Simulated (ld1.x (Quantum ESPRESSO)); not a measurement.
# Scattering properties, PAW potential for praseodymium

```
Element                 : Pr
Generator               : ld1.x (Quantum ESPRESSO) 7.5
Type                    : PAW
Functional              : PBE
Relativity              : scalar-relativistic
Frozen core             : [Kr] 4d10
Valence charge          : 13
Reference configuration : 4f3 5s2 5p6 5d0 6s0.5 6p0 (charge +1.5)
Partial waves           : 5s (bound): rcut 1.90, rcutus 2.00 bohr; 6s (bound): rcut 1.90, rcutus 2.00 bohr; 5p (bound): rcut 2.25, rcutus 2.80 bohr; 6p (bound, empty): rcut 2.25, rcutus 2.80 bohr; 5d (bound, empty): rcut 2.70, rcutus 3.20 bohr; 5d channel at 0.3 Ry: rcut 2.70, rcutus 3.20 bohr; 4f (bound): rcut 1.50, rcutus 1.85 bohr; 4f channel at 3.65 Ry: rcut 1.50, rcutus 1.85 bohr
Local potential         : all-electron potential smoothed inside 2.05 bohr (lloc = -1)
Core correction         : Bessel-smoothed model core inside 1.85 bohr
Augmentation charge     : BESSEL, radius 1.70 bohr
```

The phase is arctan(r·u′/u) with u = r·R(r), unwrapped; energies in Ry, scanned from -6 to 5 Ry. A pole is an energy at which the radial function vanishes at the test radius. The pseudo phase is shifted by a multiple of π to meet the all-electron one at the reference energy, and phase errors are pseudo minus all-electron; the curves can meet again beyond the range given. Levels narrower than the energy grid can be missing from the lists of poles.

```csv
channel,radius (bohr),reference energy (Ry),"poles, all-electron","poles, pseudo",unbroken range about the reference energy with phases within 0.05 rad,phase error 1 Ry above the reference energy (rad)
s,3.50,-0.78,"-3.52, 0.80","-3.52, 0.79, 4.10",below 2.4,-0.001
p,3.50,-0.54,"-2.18, 1.75","-2.18, 1.72",below 3.7,-0.003
d,3.50,-0.76,"-0.34, 3.48","-0.34, 3.31",below 1.2,-0.000
f,3.50,-0.76,"-0.73, 1.80","-0.73, 1.84",below 0.3,+0.037
```

The ghost test of this file was not conclusive. Its overlap operator is not positive definite in a basis up to 400 Ry (lowest eigenvalue p -0.08, d -0.31), so the file is unfit for use: the generalised eigenproblem breaks down once the basis is large enough, and its test numbers describe a broken file.

Phases in the s channel:

| E (Ry) | all-electron | pseudo |
| --- | --- | --- |
| -6.00 | 1.438 | 1.438 |
| -5.48 | 1.430 | 1.430 |
| -4.96 | 1.419 | 1.419 |
| -4.44 | 1.405 | 1.405 |
| -3.92 | 1.379 | 1.379 |
| -3.40 | -1.718 | -1.718 |
| -2.88 | -1.778 | -1.778 |
| -2.36 | -1.825 | -1.825 |
| -1.84 | -1.905 | -1.905 |
| -1.32 | -2.099 | -2.099 |
| -0.80 | -3.038 | -3.037 |
| -0.28 | -4.338 | -4.338 |
| 0.24 | -4.602 | -4.603 |
| 0.76 | -4.706 | -4.707 |
| 1.28 | -4.774 | -4.778 |
| 1.80 | -4.841 | -4.851 |
| 2.32 | -4.939 | -4.979 |
| 2.84 | -5.178 | -5.577 |
| 3.36 | -6.446 | -7.506 |
| 3.88 | -7.477 | -7.790 |
| 4.40 | -7.675 | -7.954 |
| 4.92 | -7.754 | -8.875 |
